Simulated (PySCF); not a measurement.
Mapped SMILES: `[BH2:1][SiH2:2][SiH2:3][SiH3:4]`. Hydrogens are named by the atom that carries them.

Theory: NMR shieldings at CAM-B3LYP/pcSseg-2/GIAO, PBE0-D3(BJ)/def2-SVP structure, in PySCF (relativity neglected, one computed conformer, no solvent model, rapidly exchanging positions averaged).

Shifts are taken against calculated references (same method and geometry level): TMS for 1H (31.34 ppm), 29Si (328.96 ppm); 11B (97.88 ppm) vs BF3·OEt2.

```csv
atoms,nucleus,count,δ (ppm)
Si3,29Si,1,-122.2
Si4,29Si,1,-104.9
H(Si4),1H,3,3.54
B1,11B,1,127.5
H(B1),1H,2,?
Si2,29Si,1,-99.5
H(Si2),1H,2,3.91
H(Si3),1H,2,?
```

Problem. Fill in the missing shifts.

Solution. 
- H(B1): 10.42 ppm, hydrogen on a boron bonded to Si
- H(Si3): 3.39 ppm, hydrogen on a silicon bonded to 2 Si

Hydrogens on boron are broadened and split by 11B (spin 3/2, 80 %) and 10B (spin 3).
